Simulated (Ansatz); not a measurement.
C2H9AlSn, SMILES `[CH3][SnH]([CH3])[AlH2]`. Charge 0, multiplicity 1. Sn: def2 effective core potential. The structure was optimised at the PBE0-D4/def2-TZVP level.

```xyz
13

C    -1.077   -1.501   -0.835
Sn    0.143    0.236   -0.465
C    -1.009    1.572    0.774
Al    2.543   -0.333    0.543
H    -0.563   -2.193   -1.502
H    -1.296   -2.013    0.103
H    -2.017   -1.196   -1.298
H     0.339    1.030   -1.984
H    -1.945    1.817    0.271
H    -0.455    2.492    0.960
H    -1.235    1.097    1.729
H     3.395    0.777    1.301
H     3.178   -1.786    0.402
```

**Question.** What is the dipole moment at ωB97M-V/def2-TZVPP? (An estimate is asked.)

**Answer.** Ansatz gave: 0.58 D, with components (-0.35, -0.21, 0.41) D in this frame, pointing from negative to positive charge.

**Question.** And with PBE, r2SCAN, B3LYP? (An estimate is asked.)

**Answer.** The calculation gave: PBE 0.72 D, r2SCAN 0.69 D, B3LYP 0.64 D.

**Question.** Give the Mulliken charges with ωB97M-V, r2SCAN, B3LYP in def2-TZVPP. (An estimate is asked.)

**Answer.** The calculation gave: 
```tsv
atom	ωB97M-V	r2SCAN	B3LYP
C1	-0.61	-0.48	-0.58
Sn2	0.45	0.48	0.61
C3	-0.62	-0.48	-0.59
Al4	0.29	0.40	0.31
H5	0.14	0.09	0.12
H6	0.13	0.09	0.11
H7	0.14	0.09	0.12
H8	-0.12	-0.15	-0.16
H9	0.14	0.09	0.12
H10	0.14	0.09	0.12
H11	0.13	0.09	0.11
H12	-0.10	-0.16	-0.13
H13	-0.10	-0.16	-0.13
```

B3LYP here is the variant with VWN-RPA as its local correlation; programs differ in this.
